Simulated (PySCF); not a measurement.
Isomers of C4H3BF2O. The calculation used PBE0-D3(BJ)/def2-SVP geometry optimisation, gas phase (PySCF). Energies are electronic, without zero-point or thermal terms, for one conformer each. No frequencies were run at this level. Point groups hold within 0.08 Å.

Question: Rank from lowest to highest electronic energy at this level (kJ/mol).
A. `[O:1]=[CH:2][C:3]#[C:4][CH2:5][B:6]([F:7])[F:8]` with C4–C5–B6–F7 90°
B. `FB(C1=COC1=C)F`

Answer: B (0.0), A (12.0).

As drawn, the lower has a four-membered ring and a C=C bond outside aromatic rings, which the higher lacks; the higher has a C=O bond and a C≡C bond, which the lower lacks.

```
        SMILES      E (Eh)  E rel (kJ/mol)  dipole (D)  point group       A, B, C (MHz)
C=C1OC=C1B(F)F  -453.22093             0.0        1.39           Cs    3810, 1468, 1060
  O=CC#CCB(F)F  -453.21636            12.0        3.36           C1  4870, 760.2, 742.5
```

How do the relative energies change in single points at B3LYP/pcSseg-1 (no added dispersion term) on the same geometries?

```csv
SMILES,PBE0-D3(BJ)/def2-SVP (kJ/mol),B3LYP/pcSseg-1 (kJ/mol),shift
C=C1OC=C1B(F)F,0.0,14.5,+14.5
O=CC#CCB(F)F,12.0,0.0,-12.0
```

Each column counts from its own lowest isomer. O=CC#CCB(F)F becomes the lowest; the largest shift is 14.5 kJ/mol.
